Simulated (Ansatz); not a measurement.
A nudged elastic band was laid between two geometries of AlGeH₇NOSb (12 atoms, charge 0, multiplicity 1).

All numbers below come from RKS B3LYP/def2-SVP in Ansatz 0.2.0.

| Item | Value |
| --- | --- |
| movable images | 5 |
| climbing image | yes |
| spring | 5.0 eV/Å² |
| optimiser | quadratic models (default) |
| start path | IDPP |
| force threshold | 0.05 eV/Å |
| iteration limit | 42 |
| end points | relaxed |

First end point:

```xyz
12
Properties=species:S:1:pos:R:3
Al -0.758 2.401 1.249
O -0.121 0.900 1.727
Sb -0.030 -1.094 1.798
N -0.372 -1.599 -0.159
Ge 0.575 -1.072 -1.662
H -0.043 3.709 1.780
H -2.042 2.458 0.319
H 1.686 -1.116 1.549
H -1.352 -1.816 -0.339
H 2.070 -1.232 -1.326
H 0.164 -1.994 -2.832
H 0.302 0.399 -2.071
```

Last end point:

```xyz
12
Properties=species:S:1:pos:R:3
Al -0.425 2.737 1.340
O -0.319 1.046 1.271
Sb 0.017 -0.868 1.733
N -0.411 -1.770 -0.052
Ge 0.300 -1.388 -1.723
H 0.326 3.522 2.497
H -1.288 3.483 0.242
H 1.705 -0.781 1.342
H -1.365 -2.130 -0.081
H 1.794 -1.085 -1.499
H 0.122 -2.638 -2.617
H -0.379 -0.183 -2.418
```

Problem. Which bonds break or form, and what moves?

Solution. No bond is made or broken.

Problem. Give the energies along the band, and the barrier.

Solution. The run converged. The highest image is number 6 of 0 to 6, 0.005 eV above the first end and 0.000 eV above the last; the last end lies 0.005 eV above the first. The highest image is an end point: on this band no image between the ends rises above it.

| image | path coordinate (Å) | energy (eV) |
| --- | --- | --- |
| 0 | 0.00 | 0.000 |
| 1 | 0.34 | 0.000 |
| 2 | 0.68 | 0.002 |
| 3 | 1.02 | 0.003 |
| 4 | 1.36 | 0.004 |
| 5 | 1.69 | 0.004 |
| 6 | 2.02 | 0.005 |

Run time: 2.9 min on 2 threads of Arm Neoverse V1 (shared host), peak memory 0.47 GiB.
